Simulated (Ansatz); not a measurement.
Two isomers of C3H7NSi: A = `NC1=C[SiH2]C1`, B = `CC([SiH3])=C=N`.

Isolated molecules relaxed with PBE0-D4/def2-TZVP in Ansatz; ΔE leaves out vibrations. CBS: MP2 limit from def2 TZ/QZ plus the TZ coupled-cluster correction, frozen cores. DFT in def2-TZVPP. B3LYP here is the variant with VWN-RPA as its local correlation; programs differ in this. One conformer a species, not always the lowest.

Which is lower in electronic energy at CCSD(T)/CBS, and by how much? (An estimate is asked.)

Ansatz gave: A, by 55.5 kJ/mol.

Give E(B) − E(A) in kJ/mol with B3LYP-D4, LDA (SPW92), CCSD(T)/def2-TZVPP, B3LYP, ωB97M-V, CCSD(T)/def2-SVP, BLYP-D4. (Best estimate.)

Computed: B3LYP-D4 34.0, LDA (SPW92) 77.6, CCSD(T)/def2-TZVPP 48.5, B3LYP 31.8, ωB97M-V 55.9, CCSD(T)/def2-SVP 36.0, BLYP-D4 19.2. None reverses the order clearly.

Does the order hold for the free energy at 298.15 K (harmonic terms from PBE0-D4)? (Estimate.)

Computed: Yes: G(B) − G(A) = +37.4 kJ/mol, for one conformer each.

Largest T1 diagnostic: 0.014.

At CCSD(T), def2-SVP lies −19.4 kJ/mol from the extrapolated value and def2-TZVPP −7.0 kJ/mol. From BLYP to BHLYP (50 % exact exchange), in def2-TZVPP and without D4, E(B) − E(A) moves by +30.1 kJ/mol.
